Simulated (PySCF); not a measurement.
C₇H₁₃ (doublet state).
Structure used (GFN2-xTB), in Å, numbered top down from 1:
```xyz
20
C7H13 angstrom
C      1.813   -0.285   -1.088
C      1.377    0.426    0.128
C      2.455    0.319    1.229
C      0.055   -0.151    0.661
C     -1.085    0.046   -0.342
C     -2.352   -0.581    0.140
C     -3.469    0.080    0.383
H      1.815   -1.358   -1.106
H      2.254    0.238   -1.914
H      1.234    1.489   -0.099
H      2.132    0.850    2.121
H      3.391    0.752    0.884
H      2.629   -0.723    1.483
H      0.185   -1.217    0.859
H     -0.205    0.338    1.603
H     -0.787   -0.412   -1.291
H     -1.241    1.112   -0.516
H     -2.308   -1.651    0.300
H     -4.362   -0.409    0.734
H     -3.538    1.146    0.233
```

The hyperfine couplings belong to this conformer and change with its torsions.

As a line formula: `[CH2][C@H](C)CCC=C` [radical].

Method: UKS B3LYP, pcH-1 on C H, non-relativistic, mean-field spin-orbit, GIAO in PySCF. The structure is a single GFN2-xTB conformer in the gas phase; no vibrational or solvent corrections. A GFN2-xTB geometry isn't a minimum of the functional, and hyperfine couplings can be far from their values at a DFT geometry. The SCF solution wasn't tested for stability.

(1) Where do the isotropic ENDOR lines of H8/H9, H10, H11/H12/H13, H14, H15, H20, H16 and H19 fall at 1211.6 mT, to first order?

(2) Which pairs are centred on the nuclear Larmor frequency, and which on half the coupling?

Answers

(1) ν± = |νn ± a/2|, one line for each electron-spin manifold; νn = |g_N| × 7.62259 MHz/T × B.

| nuclei | isotope | g_N | νn (MHz) | a_iso (MHz) | lower line (MHz) | upper line (MHz) |
| --- | --- | --- | --- | --- | --- | --- |
| H8/H9 | 1H | 5.5857 | 51.59 | -62.55 | 20.31 | 82.86 |
| H10 | 1H | 5.5857 | 51.59 | 13.40 | 44.89 | 58.29 |
| H11/H12/H13 | 1H | 5.5857 | 51.59 | 5.72 | 48.73 | 54.45 |
| H14 | 1H | 5.5857 | 51.59 | -2.11 | 50.53 | 52.64 |
| H15 | 1H | 5.5857 | 51.59 | 1.42 | 50.88 | 52.30 |
| H20 | 1H | 5.5857 | 51.59 | -0.60 | 51.29 | 51.89 |
| H16 | 1H | 5.5857 | 51.59 | 0.59 | 51.29 | 51.88 |
| H19 | 1H | 5.5857 | 51.59 | -0.55 | 51.31 | 51.86 |

(2) Centred on νn, since |a| < 2νn: H8/H9, H10, H11/H12/H13, H14, H15, H20, H16 and H19. No pair has |a| > 2νn.

Class means assume fast exchange of nuclei equivalent by connectivity; if that motion is slow, each nucleus keeps its own coupling. The three 1H nuclei of mean +5.7 MHz run from -3.3 to 23.1 MHz in the frozen geometry.

The Mulliken spin populations are largest on C1 (+1.08) and C2 (-0.08). C1 is the only atom above +0.15. The positive populations add up to 1.18 and the negative ones to -0.18, together 2S = 1. The angles at C1 add up to 359.5°, so it is planar; its axial dipolar tensor and the negative couplings of its protons fit spin in a p orbital normal to that plane.
